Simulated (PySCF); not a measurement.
Species: C₇H₁₀FN₃.
Bonds: F1–C2, C2–C3 (aromatic), C3–N4 (aromatic), N4–N5 (aromatic), N5–N6 (aromatic), N6–C7, C7–C8, C8–C9, C9–C10, C10–C11, C2–N6 (aromatic), C7–C11. Hydrogens: H12 on C3; H13 on C7; H14, H15 on C8; H16, H17 on C9; H18, H19 on C10; H20, H21 on C11.

NICS is the negative of the GIAO shielding at a point without a nucleus: at the ring centre (0) and 1 Å above and below it (1); zz is the component along the ring normal. Level: GIAO PBE0/pcSseg-1 (PySCF, non-relativistic, gas phase) on the GFN2-xTB geometry, one conformer.

Ring bond lengths (Å), with Mayer bond orders in brackets: C2–C3 1.374 (1.43), C3–N4 1.346 (1.33), N4–N5 1.277 (1.48), N5–N6 1.330 (1.14), N6–C2 1.351 (1.17); C7–C8 1.542 (0.99), C8–C9 1.531 (1.03), C9–C10 1.525 (1.03), C10–C11 1.525 (1.01), C11–C7 1.539 (1.02).

Q: What do the NICS probes read (ppm)?

A: 
```
            ring                                                 type  NICS(0)  NICS(1), two faces  NICS(1)zz, two faces  rms pucker (Å)  centre to ring atoms, mean (Å)
  C2–C3–N4–N5–N6  5-membered ring with 3 N; formal bonds all aromatic    -12.5       -12.1 / -11.8         -29.0 / -28.0            0.00                            1.14
C7–C8–C9–C10–C11       5-membered carbocycle; formal bonds all single     -4.7         -4.0 / -2.5           -5.3 / -4.0            0.19                            1.28
```

Q: What do they say, and how far can they be read as aromaticity?

A: 
- C2–C3–N4–N5–N6: mean NICS(1)zz -28.5 ppm, shielded. The ring is flat and has no four-coordinate atom; by the NICS criterion it is aromatic.
- C7–C8–C9–C10–C11: mean NICS(1)zz -4.7 ppm, shielded. C7, C8, C9, C10, C11 have four or more neighbours; no verdict on aromaticity is drawn.

Q: How equal are the bonds by HOMA? HOMA = 1 − mean of α(R − Ropt)² over the ring bonds, with Krygowski's 1993 parameters (CC: Ropt 1.388 Å, α 257.7 Å⁻²; CN: Ropt 1.334 Å, α 93.52 Å⁻²; NN: Ropt 1.309 Å, α 130.33 Å⁻²).

A: 
- C2–C3–N4–N5–N6: HOMA 0.94; the largest term is that of N4–N5, α(R − Ropt)² = 0.13. The geometric and the magnetic index point the same way.
